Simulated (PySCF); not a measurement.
PySCF job for C4H3BrClF, SMILES C(/Cl)=C(\C(=C)F)Br, B3LYP-D3(BJ)/def2-SVP. Geometry optimised at B3LYP-D3(BJ)/def2-SVP. The structure was generated by enumeration; whether it is a known compound was not checked. One conformer was computed; it need not be the lowest.

```python
import numpy as np
from pyscf import gto, scf, dft, df
from pyscf.hessian import thermo

mol = gto.M(
    atom='''
    C     0.10830669   -2.74715302    0.00000000
    C    -0.70988904   -1.69133974    0.00000000
    F    -2.04493397   -1.89144285    0.00000000
    C    -0.36616750   -0.26405339    0.00000000
    Br    1.47229497    0.19239688    0.00000000
    C    -1.32520362    0.68099183    0.00000000
    Cl   -1.05101196    2.37623529    0.00000000
    H     1.18764511   -2.61350930    0.00000000
    H    -0.31314152   -3.75302577    0.00000000
    H    -2.37549766    0.38895576    0.00000000
    ''',
    basis='def2-SVP',
    charge=0,
    spin=0,
    max_memory=1600,
    verbose=3,
)
mf = dft.RKS(mol, xc='b3lyp').density_fit(auxbasis='def2-universal-jkfit')
mf.disp = 'd3bj'
mf.grids.level = 3
mf.conv_tol = 1e-11
mf.max_cycle = 100
mf.kernel()

# [left out here: the lines that compute and print the analytic Hessian (its translational invariance restored by hand, since the grid's response is missing), thermochemistry and intensities]
```

Log of the run:

```
converged SCF energy = -3287.79114989865

WARN: DFTD3 does not support analytical Hessian, using finite difference


WARN: Mole.unit (angstrom) is changed to Bohr

Mode                                 0                   1                   2
Irrep
Freq [cm^-1]                       68.6928            144.9368            177.9474
Reduced mass [au]                   5.3584             27.1646              5.5279
Force const [Dyne/A]                0.0149              0.3362              0.1031
Char temp [K]                      98.8337            208.5317            256.0268
Normal mode                   x     y     z       x     y     z       x     y     z
       0   C                 0.00  0.00 -0.18    0.03 -0.01 -0.00   -0.00 -0.00  0.05
       1   C                -0.00  0.00 -0.02   -0.00 -0.03  0.00   -0.00 -0.00 -0.03
       2   F                -0.00 -0.00  0.13    0.00 -0.07  0.00   -0.00  0.00  0.06
       3   C                -0.00  0.00 -0.01   -0.03 -0.03  0.00    0.00 -0.00 -0.14
       4  Br                 0.00 -0.00  0.03   -0.05  0.03  0.00    0.00  0.00  0.00
       5   C                -0.00  0.00 -0.02   -0.01 -0.00  0.00    0.00 -0.00 -0.18
       6  Cl                -0.00  0.00 -0.04    0.12 -0.02 -0.00    0.00 -0.00  0.06
       7   H                 0.00  0.00 -0.31    0.03  0.03 -0.00   -0.00 -0.00 -0.02
       8   H                 0.00  0.00 -0.18    0.06 -0.02 -0.00   -0.00 -0.00  0.21
       9   H                -0.00  0.00 -0.04   -0.03  0.05  0.00    0.00 -0.00 -0.27
Mode                                 3                   4                   5
Irrep
Freq [cm^-1]                      199.2725            336.7778            379.9060
Reduced mass [au]                   8.0689             14.4568              4.7997
Force const [Dyne/A]                0.1888              0.9661              0.4081
Char temp [K]                     286.7087            484.5482            546.6002
Normal mode                   x     y     z       x     y     z       x     y     z
       0   C                 0.11  0.09  0.00    0.06  0.06 -0.00   -0.03 -0.14 -0.00
       1   C                 0.03  0.03 -0.00    0.05  0.05 -0.00    0.09 -0.03 -0.00
       2   F                 0.04 -0.07  0.00    0.05  0.15  0.00    0.09  0.03  0.00
       3   C                -0.04  0.04 -0.00    0.02  0.02  0.00    0.04 -0.01 -0.00
       4  Br                -0.02 -0.05 -0.00   -0.03 -0.02  0.00   -0.04 -0.01  0.00
       5   C                -0.02  0.06 -0.00   -0.02 -0.03 -0.00    0.05  0.01  0.00
       6  Cl                -0.01  0.07  0.00    0.01 -0.07 -0.00   -0.01  0.06 -0.00
       7   H                 0.10  0.17  0.00    0.06  0.08 -0.00   -0.00 -0.33 -0.00
       8   H                 0.18  0.06  0.00    0.08  0.05 -0.00   -0.21 -0.06  0.00
       9   H                -0.02  0.07 -0.00   -0.01 -0.05 -0.00    0.05  0.02  0.00
Mode                                 6                   7                   8
Irrep
Freq [cm^-1]                      399.9819            520.1014            616.9888
Reduced mass [au]                   4.0138              3.6688              6.0330
Force const [Dyne/A]                0.3783              0.5847              1.3531
Char temp [K]                     575.4848            748.3101            887.7094
Normal mode                   x     y     z       x     y     z       x     y     z
       0   C                 0.00  0.00  0.03   -0.07  0.01  0.00   -0.07  0.09 -0.00
       1   C                -0.00  0.00 -0.12    0.04  0.09  0.00   -0.02  0.09  0.00
       2   F                -0.00 -0.00  0.02    0.07 -0.05 -0.00    0.01 -0.07 -0.00
       3   C                -0.00  0.00 -0.17   -0.07  0.09 -0.00    0.12  0.03 -0.00
       4  Br                 0.00 -0.00  0.01    0.02 -0.00  0.00   -0.02 -0.00  0.00
       5   C                -0.00 -0.00  0.14   -0.14  0.03  0.00    0.15  0.01  0.00
       6  Cl                 0.00 -0.00 -0.02    0.02 -0.04 -0.00   -0.01 -0.03  0.00
       7   H                 0.00  0.00 -0.03   -0.04 -0.26  0.00   -0.06 -0.03 -0.00
       8   H                 0.00  0.00  0.24   -0.34  0.12  0.00   -0.19  0.14 -0.00
       9   H                -0.00  0.00  0.35   -0.14  0.02  0.00    0.18 -0.08  0.00
Mode                                 9                  10                  11
Irrep
Freq [cm^-1]                      637.6611            725.3523            833.7885
Reduced mass [au]                   3.8750              1.1175              1.3992
Force const [Dyne/A]                0.9283              0.3464              0.5731
Char temp [K]                     917.4523           1043.6205           1199.6360
Normal mode                   x     y     z       x     y     z       x     y     z
       0   C                -0.00  0.00  0.02   -0.00  0.00  0.01   -0.00  0.00 -0.01
       1   C                -0.00  0.00 -0.21   -0.00  0.00 -0.07   -0.00  0.00 -0.04
       2   F                -0.00 -0.00  0.03    0.00  0.00  0.05    0.00 -0.00  0.00
       3   C                 0.00  0.00  0.15    0.00 -0.00 -0.02    0.00 -0.00  0.08
       4  Br                 0.00 -0.00 -0.00    0.00 -0.00  0.00   -0.00 -0.00  0.00
       5   C                 0.00  0.00  0.02    0.00 -0.00 -0.01   -0.00 -0.00 -0.13
       6  Cl                -0.00 -0.00 -0.00   -0.00 -0.00  0.00    0.00  0.00  0.01
       7   H                -0.00  0.00  0.05    0.00 -0.00  0.73   -0.00  0.00  0.02
       8   H                -0.00  0.00  0.30   -0.00  0.00 -0.59   -0.00  0.00  0.16
       9   H                 0.00 -0.00 -0.31    0.00 -0.00  0.06   -0.00 -0.00  0.81
Mode                                12                  13                  14
Irrep
Freq [cm^-1]                      881.0306            884.1339            949.3765
Reduced mass [au]                   1.4082              6.3728              2.2873
Force const [Dyne/A]                0.6440              2.9350              1.2146
Char temp [K]                    1267.6069           1272.0718           1365.9414
Normal mode                   x     y     z       x     y     z       x     y     z
       0   C                 0.00 -0.00 -0.15    0.04 -0.06  0.00   -0.13 -0.02 -0.00
       1   C                 0.00 -0.00  0.07    0.01 -0.03 -0.00   -0.06 -0.01  0.00
       2   F                -0.00  0.00 -0.01   -0.03  0.00  0.00    0.13  0.00  0.00
       3   C                -0.00  0.00 -0.02   -0.06  0.06  0.00   -0.03 -0.02 -0.00
       4  Br                 0.00  0.00  0.00    0.00  0.00 -0.00    0.00  0.00  0.00
       5   C                 0.00  0.00  0.01    0.08  0.20 -0.00    0.01  0.03  0.00
       6  Cl                -0.00 -0.00 -0.00   -0.02 -0.06  0.00   -0.00 -0.01 -0.00
       7   H                 0.00 -0.00  0.57    0.05 -0.08 -0.00   -0.20  0.49  0.00
       8   H                 0.00 -0.00  0.59    0.07 -0.08 -0.00    0.29 -0.18  0.00
       9   H                 0.00  0.00 -0.07    0.06  0.26  0.00   -0.01  0.09 -0.00
Mode                                15                  16                  17
Irrep
Freq [cm^-1]                      998.9761           1261.5445           1323.6346
Reduced mass [au]                   3.4859              1.2041              5.4959
Force const [Dyne/A]                2.0496              1.1290              5.6732
Char temp [K]                    1437.3041           1815.0816           1904.4154
Normal mode                   x     y     z       x     y     z       x     y     z
       0   C                -0.02 -0.09  0.00   -0.01 -0.00 -0.00   -0.04 -0.04  0.00
       1   C                 0.04  0.01 -0.00    0.04  0.03  0.00    0.19  0.12 -0.00
       2   F                -0.05 -0.02 -0.00   -0.02 -0.01 -0.00   -0.06 -0.02 -0.00
       3   C                 0.13  0.17 -0.00    0.09 -0.02  0.00   -0.09 -0.08  0.00
       4  Br                -0.01 -0.00 -0.00   -0.00 -0.00  0.00    0.00  0.00 -0.00
       5   C                -0.06 -0.00  0.00   -0.02 -0.05  0.00    0.03 -0.00 -0.00
       6  Cl                 0.01  0.00  0.00   -0.01 -0.00 -0.00   -0.00  0.00  0.00
       7   H                -0.04  0.17 -0.00   -0.01  0.03  0.00   -0.08  0.29 -0.00
       8   H                 0.31 -0.23 -0.00    0.04 -0.02  0.00    0.05 -0.07 -0.00
       9   H                -0.01 -0.22 -0.00   -0.27  0.86 -0.00    0.06 -0.09  0.00
Mode                                18                  19                  20
Irrep
Freq [cm^-1]                     1386.4351           1635.2942           1721.4958
Reduced mass [au]                   1.2073              8.3537              6.7756
Force const [Dyne/A]                1.3673             13.1620             11.8306
Char temp [K]                    1994.7715           2352.8243           2476.8491
Normal mode                   x     y     z       x     y     z       x     y     z
       0   C                 0.03 -0.02 -0.00    0.03 -0.05  0.00   -0.10  0.13 -0.00
       1   C                 0.04 -0.10  0.00   -0.03  0.02 -0.00    0.13 -0.17  0.00
       2   F                -0.01  0.00  0.00    0.01  0.00 -0.00   -0.02  0.00  0.00
       3   C                 0.03  0.03 -0.00   -0.13  0.15 -0.00   -0.03  0.06  0.00
       4  Br                -0.00 -0.00  0.00    0.00 -0.00 -0.00   -0.00 -0.00  0.00
       5   C                -0.02  0.02 -0.00    0.11 -0.15  0.00    0.02 -0.02  0.00
       6  Cl                 0.00 -0.00 -0.00   -0.00  0.01  0.00   -0.00  0.00 -0.00
       7   H                -0.06  0.61  0.00    0.02  0.07 -0.00   -0.09 -0.17  0.00
       8   H                -0.61  0.26  0.00   -0.07 -0.02 -0.00    0.17  0.05  0.00
       9   H                -0.02  0.01 -0.00    0.05  0.16 -0.00    0.01  0.04 -0.00
Mode                                21                  22                  23
Irrep
Freq [cm^-1]                     3186.0515           3230.8008           3299.7522
Reduced mass [au]                   1.0620              1.0912              1.1190
Force const [Dyne/A]                6.3515              6.7110              7.1788
Char temp [K]                    4584.0188           4648.4031           4747.6087
Normal mode                   x     y     z       x     y     z       x     y     z
       0   C                 0.03 -0.06 -0.00    0.00  0.00  0.00   -0.08 -0.05 -0.00
       1   C                -0.01  0.01 -0.00   -0.00 -0.00 -0.00   -0.00 -0.00  0.00
       2   F                -0.00  0.00 -0.00    0.00 -0.00 -0.00    0.00 -0.00  0.00
       3   C                 0.00  0.00 -0.00    0.00 -0.00  0.00   -0.00  0.00  0.00
       4  Br                 0.00  0.00 -0.00    0.00  0.00 -0.00    0.00 -0.00  0.00
       5   C                 0.00 -0.00  0.00   -0.08 -0.02  0.00    0.00  0.00  0.00
       6  Cl                 0.00  0.00  0.00    0.00  0.00  0.00    0.00  0.00 -0.00
       7   H                -0.59 -0.08  0.00   -0.00 -0.00 -0.00    0.74  0.09 -0.00
       8   H                 0.30  0.71  0.00    0.00  0.00 -0.00    0.21  0.53  0.00
       9   H                -0.00 -0.00  0.00    0.92  0.24 -0.00   -0.00 -0.00 -0.00
temperature 298.1500 [K]
pressure 101325.00 [Pa]
Rotational constants [GHz] 1.54649 1.19318 0.67353
Symmetry number 1
Zero-point energy (ZPE) 0.05878 [Eh]   154317.869 [J/mol]
                           tot       elec      trans        rot        vib
Entropy [J/mol/K]       370.776      0.000    173.881    125.258     71.636
Cv [J/mol/K]            104.709      0.000     12.472     12.472     79.766
Cp [J/mol/K]            113.023      0.000     20.786     12.472     79.766
Internal energy [J/mol]                      3718.434   3718.434 166204.246
Internal energy [Eh]   -3287.72501  -3287.79115
Enthalpy [J/mol]                             6197.391   3718.434 166204.246
Enthalpy [Eh]          -3287.72407
Gibbs free energy [J/mol]                  -45645.167 -33627.372 144845.888
Gibbs free energy [Eh] -3287.76617
mode   freq/cm-1   IR/(km/mol)
   1       68.69         1.200
   2      144.94         0.116
   3      177.95         0.209
   4      199.27         0.091
   5      336.78         0.181
   6      379.91         1.258
   7      399.98         3.144
   8      520.10         7.076
   9      616.99        21.563
  10      637.66         1.751
  11      725.35         0.055
  12      833.79        28.778
  13      881.03        41.788
  14      884.13        60.628
  15      949.38        44.834
  16      998.98        45.194
  17     1261.54        19.903
  18     1323.63        42.753
  19     1386.44         5.195
  20     1635.29        37.183
  21     1721.50        74.019
  22     3186.05         4.304
  23     3230.80        12.801
  24     3299.75         0.594
max |gradient| / (hartree/bohr): 3.431977595170783e-05
APT charges: [-0.2795  0.5728 -0.489   0.1268 -0.1299  0.2271 -0.2837  0.0897  0.0823
  0.0832]
```

Self-consistency was reached.
